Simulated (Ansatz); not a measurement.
This geometry of C2H4IN (8 atoms, charge 0, multiplicity 1) is a first-order saddle point.

All numbers below come from RKS BHLYP/def2-SVP in Ansatz.

```xyz
8
Properties=species:S:1:pos:R:3
C -0.218 1.194 -0.228
C -0.198 -0.136 -0.189
N 0.626 -0.932 0.546
I -1.565 -1.241 -1.372
H -0.918 1.738 -0.845
H 0.483 1.760 0.380
H 0.569 -1.929 0.509
H 1.314 -0.511 1.143
```

Q: Which two structures does it join? (They come from a converged band through this point; their orientation in space is the band's.)

A: No bond is made or broken. The height of N3 over the plane of its neighbours goes from -0.26 to 0.26 Å. The two ends are copies of one structure, up to a mirror image or an exchange of like atoms.

First end point:

```xyz
8
Properties=species:S:1:pos:R:3
C -0.286 1.169 -0.128
C -0.169 -0.150 -0.237
N 0.799 -0.948 0.327
I -1.492 -1.228 -1.492
H -1.020 1.730 -0.690
H 0.382 1.716 0.532
H 0.504 -1.864 0.621
H 1.374 -0.482 1.011
```

Last end point:

```xyz
8
Properties=species:S:1:pos:R:3
C -0.147 1.169 -0.288
C -0.241 -0.150 -0.154
N 0.448 -0.948 0.729
I -1.665 -1.227 -1.297
H -0.802 1.729 -0.939
H 0.599 1.715 0.284
H 0.699 -1.864 0.400
H 1.201 -0.482 1.210
```

Q: How far does it lie above each of them?

A: 3.8 kJ/mol above the first and 3.8 kJ/mol above the second. This is the barrier of this one path; another mechanism may lie lower.

The run took 2.1 min on 1 thread of Intel(R) Xeon(R) Platinum 8488C (Sapphire Rapids) (shared host), peak memory 0.2 GiB.
